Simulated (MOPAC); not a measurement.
MOPAC input (MNDO):

```
MNDO 1SCF GEO-OK AUX(PRECISION=9) THREADS=1
C5H8

C     2.37670200 1   -0.18829300 1    0.16092700 1
C     1.05012300 1   -0.33861500 1    0.17864000 1
C     0.11737300 1    0.67394500 1   -0.27970900 1
C    -1.21880800 1    0.58815600 1   -0.28949500 1
C    -2.06072500 1   -0.56036000 1    0.16512400 1
H     3.04138900 1   -0.96627300 1    0.51130400 1
H     2.83644400 1    0.72204200 1   -0.20654400 1
H     0.63861600 1   -1.26826400 1    0.55589900 1
H     0.56936000 1    1.58966100 1   -0.64971200 1
H    -1.76985100 1    1.44349400 1   -0.66853700 1
H    -2.74261500 1   -0.24588200 1    0.96087000 1
H    -2.68713200 1   -0.92581300 1   -0.65410800 1
H    -1.47420400 1   -1.39796000 1    0.53791700 1
```

Output:

```
 *******************************************************************************
 **                                                                           **
 **                              MOPAC v23.2.5                                **
 **                                                                           **
 *******************************************************************************
 ** MOPAC's Digital Object Identifier: https://doi.org/10.5281/zenodo.6511958 **
 **                                                                           **
 ** Please cite the open-source release paper for use of this MOPAC version:  **
 ** J. E. Moussa and J. J. P. Stewart (2026)                                  **
 ** MOPAC: An open-source semiempirical molecular orbital program             **
 ** J. Open Source Softw., 11(119), 8025, https://doi.org/10.21105/joss.08025 **
 *******************************************************************************

                              MNDO CALCULATION RESULTS

 *******************************************************************************
 *  MNDO       - The MNDO Hamiltonian to be used
 *  GEO-OK     - OVERRIDE INTERATOMIC DISTANCE AND OTHER SAFETY CHECKS
 *  1SCF       - DO 1 SCF AND THEN STOP
 *  AUX        - OUTPUT AUXILIARY INFORMATION
 *******************************************************************************
MNDO 1SCF GEO-OK AUX(PRECISION=9) THREADS=1
 C5H8

   ATOM   CHEMICAL          X               Y               Z
  NUMBER   SYMBOL      (ANGSTROMS)     (ANGSTROMS)     (ANGSTROMS)

     1       C          2.37670200  *  -0.18829300  *   0.16092700  *
     2       C          1.05012300  *  -0.33861500  *   0.17864000  *
     3       C          0.11737300  *   0.67394500  *  -0.27970900  *
     4       C         -1.21880800  *   0.58815600  *  -0.28949500  *
     5       C         -2.06072500  *  -0.56036000  *   0.16512400  *
     6       H          3.04138900  *  -0.96627300  *   0.51130400  *
     7       H          2.83644400  *   0.72204200  *  -0.20654400  *
     8       H          0.63861600  *  -1.26826400  *   0.55589900  *
     9       H          0.56936000  *   1.58966100  *  -0.64971200  *
    10       H         -1.76985100  *   1.44349400  *  -0.66853700  *
    11       H         -2.74261500  *  -0.24588200  *   0.96087000  *
    12       H         -2.68713200  *  -0.92581300  *  -0.65410800  *
    13       H         -1.47420400  *  -1.39796000  *   0.53791700  *

          CARTESIAN COORDINATES

    NO.       ATOM           X           Y           Z

     1         C          2.3767     -0.1883      0.1609
     2         C          1.0501     -0.3386      0.1786
     3         C          0.1174      0.6739     -0.2797
     4         C         -1.2188      0.5882     -0.2895
     5         C         -2.0607     -0.5604      0.1651
     6         H          3.0414     -0.9663      0.5113
     7         H          2.8364      0.7220     -0.2065
     8         H          0.6386     -1.2683      0.5559
     9         H          0.5694      1.5897     -0.6497
    10         H         -1.7699      1.4435     -0.6685
    11         H         -2.7426     -0.2459      0.9609
    12         H         -2.6871     -0.9258     -0.6541
    13         H         -1.4742     -1.3980      0.5379

  H: (MNDO): M.J.S. DEWAR, W. THIEL, J. AM. CHEM. SOC., 99, 4899, (1977)
  C: (MNDO): M.J.S. DEWAR, W. THIEL, J. AM. CHEM. SOC., 99, 4899, (1977)

           Empirical Formula: C5 H8  =    13 atoms

      MOLECULAR POINT GROUP   :   Cs

      RHF CALCULATION, NO. OF DOUBLY OCCUPIED LEVELS = 14

 -------------------------------------------------------------------------------
 MNDO 1SCF GEO-OK AUX(PRECISION=9) THREADS=1
 C5H8

     1SCF WAS SPECIFIED, SO BFGS WAS NOT USED
     SCF FIELD WAS ACHIEVED

                              MNDO CALCULATION
                                                       MOPAC v23.2.5 Linux

          FINAL HEAT OF FORMATION =         22.04207 KCAL/MOL =      92.22401 KJ/MOL

          COSMO AREA              =        125.30 SQUARE ANGSTROMS
          COSMO VOLUME            =        110.59 CUBIC ANGSTROMS

          IONIZATION POTENTIAL    =          9.085720 EV
          HOMO LUMO ENERGIES (EV) =         -9.086  0.298
          NO. OF FILLED LEVELS    =         14
          MOLECULAR WEIGHT        =         68.1182         POINT GROUP:  Cs

          MOLECULAR DIMENSIONS (Angstroms)

            Atom       Atom       Distance
            H    11    H     6     5.84601
            H    13    H     9     3.38633
            H    12    H     6     1.72803

          SCF CALCULATIONS        =          1

   ATOM   CHEMICAL          X               Y               Z
  NUMBER   SYMBOL      (ANGSTROMS)     (ANGSTROMS)     (ANGSTROMS)

     1       C          2.37670200  *  -0.18829300  *   0.16092700  *
     2       C          1.05012300  *  -0.33861500  *   0.17864000  *
     3       C          0.11737300  *   0.67394500  *  -0.27970900  *
     4       C         -1.21880800  *   0.58815600  *  -0.28949500  *
     5       C         -2.06072500  *  -0.56036000  *   0.16512400  *
     6       H          3.04138900  *  -0.96627300  *   0.51130400  *
     7       H          2.83644400  *   0.72204200  *  -0.20654400  *
     8       H          0.63861600  *  -1.26826400  *   0.55589900  *
     9       H          0.56936000  *   1.58966100  *  -0.64971200  *
    10       H         -1.76985100  *   1.44349400  *  -0.66853700  *
    11       H         -2.74261500  *  -0.24588200  *   0.96087000  *
    12       H         -2.68713200  *  -0.92581300  *  -0.65410800  *
    13       H         -1.47420400  *  -1.39796000  *   0.53791700  *

                             CARTESIAN COORDINATES

   1    C        2.376702000    -0.188293000     0.160927000
   2    C        1.050123000    -0.338615000     0.178640000
   3    C        0.117373000     0.673945000    -0.279709000
   4    C       -1.218808000     0.588156000    -0.289495000
   5    C       -2.060725000    -0.560360000     0.165124000
   6    H        3.041389000    -0.966273000     0.511304000
   7    H        2.836444000     0.722042000    -0.206544000
   8    H        0.638616000    -1.268264000     0.555899000
   9    H        0.569360000     1.589661000    -0.649712000
  10    H       -1.769851000     1.443494000    -0.668537000
  11    H       -2.742615000    -0.245882000     0.960870000
  12    H       -2.687132000    -0.925813000    -0.654108000
  13    H       -1.474204000    -1.397960000     0.537917000

           Empirical Formula: C5 H8  =    13 atoms

      MOLECULAR POINT GROUP   :   Cs

                  EIGENVALUES
 -39.65402 -34.75377 -29.07540 -23.12579 -19.53271 -16.41912 -15.52100 -14.30219
 -14.18059 -13.50365 -13.20087 -12.20740 -11.41522  -9.08572   0.29795   2.05065
   3.61584   4.08612   4.37686   4.38932   4.68387   5.10636   5.15940   5.57094
   5.87131   6.04969   6.28395   6.77727

              NET ATOMIC CHARGES AND DIPOLE CONTRIBUTIONS

  ATOM NO.   TYPE          CHARGE      No. of ELECS.   s-Pop       p-Pop
    1          C          -0.049045        4.0490     1.22848     2.82057
    2          C          -0.082192        4.0822     1.20191     2.88028
    3          C          -0.051944        4.0519     1.19976     2.85219
    4          C          -0.100263        4.1003     1.21977     2.88050
    5          C           0.068264        3.9317     1.19937     2.73237
    6          H           0.041897        0.9581     0.95810
    7          H           0.040401        0.9596     0.95960
    8          H           0.051277        0.9487     0.94872
    9          H           0.045063        0.9549     0.95494
   10          H           0.046742        0.9533     0.95326
   11          H          -0.003540        1.0035     1.00354
   12          H          -0.003540        1.0035     1.00354
   13          H          -0.003120        1.0031     1.00312
 DIPOLE           X         Y         Z       TOTAL
 POINT-CHG.     0.068    -0.115     0.051     0.142
 HYBRID         0.001     0.078    -0.033     0.085
 SUM            0.069    -0.037     0.018     0.080

          ATOMIC ORBITAL ELECTRON POPULATIONS

     Atom    s        px        py        pz
    1  C   1.22848   0.91900   0.93299   0.96858
    2  C   1.20191   0.92847   0.94451   1.00730
    3  C   1.19976   0.91710   0.93992   0.99516
    4  C   1.21977   0.92920   0.95693   0.99437
    5  C   1.19937   0.91284   0.90245   0.91708
    6  H   0.95810
    7  H   0.95960
    8  H   0.94872
    9  H   0.95494
   10  H   0.95326
   11  H   1.00354
   12  H   1.00354
   13  H   1.00312

 **********************
 *                    *
 * JOB ENDED NORMALLY *
 *                    *
 **********************

 == MOPAC DONE ==
```

The geometry given is a B3LYP-D3(BJ)/def2-TZVP minimum.
